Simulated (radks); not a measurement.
Species: Ca5+. Configuration: [Ne] 3s2 3p3 (the NIST ground configuration).

Method: scalar-relativistic Kohn-Sham, SCAN, spin-polarised, spherical densities, finite nucleus; open shells are filled with parallel spins first; meta-GGA in the generalised Kohn-Sham scheme; Fermi nuclear charge, rms radius 3.4776 fm; computed with a radial shooting solver on a logarithmic mesh with Libxc functionals.

Energy parts (eV):
| part | energy |
|---|---|
| total | -18300.118 |
| kinetic | 18430.437 |
| electron-nucleus | -42281.702 |
| Hartree | 6479.934 |
| exchange-correlation | -928.786 |

Orbitals (lengths in bohr, moments of r in powers of bohr; r(max) is where P^2 peaks; r(90%) holds 90 % of the orbital's charge):
| orbital | occ. | eigenvalue (eV) | <1/r> | r(max) | r(90%) |
|---|---|---|---|---|---|
| 1s up | 1 | -4053.049 | 19.73 | 0.05030 | 0.137 |
| 1s down | 1 | -4051.499 | 19.74 | 0.05029 | 0.137 |
| 2s up | 1 | -502.6348 | 4.079 | 0.2987 | 0.563 |
| 2s down | 1 | -501.7660 | 4.074 | 0.2991 | 0.562 |
| 2p up | 3 | -421.4635 | 3.969 | 0.2459 | 0.537 |
| 2p down | 3 | -419.7853 | 3.965 | 0.2465 | 0.536 |
| 3s up | 1 | -121.0705 | 1.310 | 0.9552 | 1.57 |
| 3s down | 1 | -113.1324 | 1.295 | 0.9547 | 1.59 |
| 3p up | 3 | -99.3571 | 1.219 | 0.9838 | 1.67 |

The highest occupied level is 3p up at -99.357 eV. The electron density at the nucleus is 6195 e/bohr^3 (large components only). The density falls to 0.001 e/bohr^3 at r = 2.49 bohr.

Empty levels of this run are not shown, since the potential may be unsettled where no density lies.
